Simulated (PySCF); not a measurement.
Geometry:
```csv
atom,x (Å),y (Å),z (Å)
C1,2.341,-1.270,1.480
C2,1.710,-0.115,1.273
O3,0.608,-0.011,0.496
Si4,-0.279,1.361,0.115
C5,-1.669,0.815,-1.095
C6,-1.804,-0.609,-1.543
O7,-2.412,1.702,-1.458
H8,1.985,-2.195,1.021
H9,3.226,-1.299,2.116
H10,2.065,0.818,1.733
H11,-0.898,1.953,1.336
H12,0.581,2.380,-0.555
H13,-1.936,-1.264,-0.666
H14,-0.870,-0.937,-2.028
H15,-2.653,-0.714,-2.233
```

Rapidly exchanging positions averaged, non-relativistic Hamiltonian, isolated molecule, one computed conformer. PBE0-D3(BJ)/def2-SVP structure; σ from GIAO-PBE0/pcSseg-1; PySCF 2.14.0 with density-fitted response routines.

Shifts are taken against calculated references (same method and geometry level): ¹³C (184.41 ppm) and ¹H (31.27 ppm) and ²⁹Si (351.99 ppm) vs TMS; ¹⁷O (334.56 ppm) against H2O.

```csv
atoms,nucleus,count,Hirshfeld charge,δ (ppm)
H8,¹H,1,0.05,4.97
Si4,²⁹Si,1,0.40,-50.9
C2,¹³C,1,0.03,152.5
H10,¹H,1,0.05,?
C5,¹³C,1,0.09,?
C1,¹³C,1,-0.14,?
C6,¹³C,1,-0.12,40.4
H13/H14/H15,¹H,3,0.06,2.64
O7,¹⁷O,1,-0.22,846.0
H9,¹H,1,0.05,?
O3,¹⁷O,1,-0.20,109.3
H11/H12,¹H,2,-0.07,4.59
```

Complete the table.

Answers


- C5: 241.3 ppm, carbonyl carbon
- C1: 101.6 ppm, β carbon of an enol-ether or enamine type C=C; the O or N lone pair pushes π density onto this β carbon and shields it
- H10: 6.44 ppm, hydrogen on an alkene carbon bearing oxygen; a vinylic proton, deshielded by the sp2 carbon and the C=C anisotropy
- H9: 4.55 ppm, hydrogen on a β carbon of an enol-ether or enamine type C=C; lone-pair donation from O or N shields it, upfield of ordinary alkene protons

Shifts are as computed. Against solution values, carbons near 30 ppm lie about +2 ppm off and those near 130 ppm about +5 ppm. Of 1309 compounds with measured shifts, 239 miss one by over three times the rms of a fit or turn the order of signals round; such compounds aren't used in these exercises. Unscaled 17O shifts of doubly bonded oxygen tend to come out too high, by tens of ppm or more. Experimental scales use liquid or dissolved standards, which lie at an offset from isolated H2O (liquid H2O: subtract about 36 ppm).
